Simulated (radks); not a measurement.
These are the eigenvalues of the occupied orbitals of an atom or ion with whole-number occupations (hartree). All-electron calculation, scalar-relativistic Kohn-Sham, LB94 model potential, spin-polarised, spherical densities, finite nucleus; Fermi nuclear charge, rms radius of each element as measured or else 0.836 A^(1/3) + 0.57 fm. Program: a radial shooting solver on a logarithmic mesh with Libxc functionals.

| orbital | eigenvalue |
|---|---|
| 1s down | -695.7003 |
| 1s up | -695.6998 |
| 2s up | -98.13333 |
| 2s down | -98.13199 |
| 2p up | -87.82966 |
| 2p down | -87.82947 |
| 3s up | -16.87361 |
| 3s down | -16.86674 |
| 3p up | -13.49432 |
| 3p down | -13.48794 |
| 3d up | -7.95301 |
| 3d down | -7.94629 |
| 4s down | -2.60445 |
| 4s up | -2.59955 |
| 4p down | -1.72196 |
| 4p up | -1.72108 |
| 4d up | -0.55946 |

Which element is it, and in what charge state? The configuration may be excited. Open shells, if any, are filled with parallel spins first.

Answer. Z = 41, niobium, charge +1: Nb+ in [Kr] 4d4. The list shows which subshells hold electrons but not how many an open one holds; the 1s level, -695.7 hartree, gives Z - s = 37.3 by -(Z - s)^2/2, which with screening and relativity narrows Z to a few neighbours, and the depths of the outer levels then fix element, charge and occupations together.
